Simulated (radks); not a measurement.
Q: All-electron atom: Cr X in [Ne] 3s2 3p3. Calculated with a radial shooting solver on a logarithmic mesh with Libxc functionals: non-relativistic Kohn-Sham, r2SCAN, spin-polarised, spherical densities, point nucleus; open shells are filled with parallel spins first; meta-GGA in the generalised Kohn-Sham scheme. Some entries of the table are withheld. Estimate them.

| orbital | occ. | eigenvalue (hartree) | <r^2> (bohr^2) | <1/r> (bohr^-1) |
|---|---|---|---|---|
| 1s up | 1 | -223.3430 | 0.005532 | 23.52 |
| 1s down | 1 | -223.2486 | 0.005527 | 23.52 |
| 2s up | 1 | -32.41359 | 0.1019 | 5.023 |
| 2s down | 1 | -32.37014 | 0.1015 | 5.020 |
| 2p up | 3 | (1) | (2) | 4.952 |
| 2p down | 3 | (3) | (4) | 4.946 |
| 3s up | 1 | -9.59745 | 0.7365 | 1.763 |
| 3s down | 1 | -9.19613 | 0.7520 | 1.741 |
| 3p up | 3 | -8.46725 | 0.7566 | (5) |
| 3p down | 0 | -8.07774 | 0.7738 | (6) |

A: 
(1) 2p up eigenvalue (hartree): -28.74667
(2) 2p up <r^2> (bohr^2): 0.08237
(3) 2p down eigenvalue (hartree): -28.65076
(4) 2p down <r^2> (bohr^2): 0.08227
(5) 3p up <1/r> (bohr^-1): 1.685
(6) 3p down <1/r> (bohr^-1): 1.669
